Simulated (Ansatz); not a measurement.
The same electron detachment along the group O, S, Se.

Isolated molecules relaxed with PBE0-D4/def2-TZVP in Ansatz; ΔE leaves out vibrations. CCSD(T)/CBS adds triple-zeta CCSD(T) − MP2 to the extrapolated MP2 energy (def2 sets, frozen cores). Small cases extrapolate CCSD(T) itself. DFT in def2-TZVPP. Anions take the def2 sets with diffuse functions and neutrals don't, so finite-basis rows favour the anion. No spin–orbit coupling; open shells (•) take unrestricted orbitals. For Se outer-core shells are correlated without core-valence functions, which leaves a few kJ/mol of doubt a bond. Scalar relativity is left out up to krypton.

```json
{"reaction": "`[OH-]` → `[OH]`• + e⁻", "B97M-V (kJ/mol)": "167", "ωB97M-V (kJ/mol)": "173", "HF/CBS(def2) (kJ/mol)": "-25", "PBE-D4 (kJ/mol)": "196"}
{"reaction": "`[SH-]` → `[SH]`• + e⁻", "B97M-V (kJ/mol)": "230", "ωB97M-V (kJ/mol)": "226", "HF/CBS(def2) (kJ/mol)": "102", "PBE-D4 (kJ/mol)": "229"}
{"reaction": "`[SeH-]` → `[SeH]`• + e⁻", "B97M-V (kJ/mol)": "219", "ωB97M-V (kJ/mol)": "218", "HF/CBS(def2) (kJ/mol)": "115", "PBE-D4 (kJ/mol)": "226"}
```

Task: Give the CCSD(T)/CBS values in the same order. (Estimate.)

Result: The calculation gave: 173, 224, 228 kJ/mol.

Largest T1 diagnostic: 0.024, for `[OH-]`.

Extrapolated directly: `[OH-]` → `[OH]`• + e⁻; `[SH-]` → `[SH]`• + e⁻.
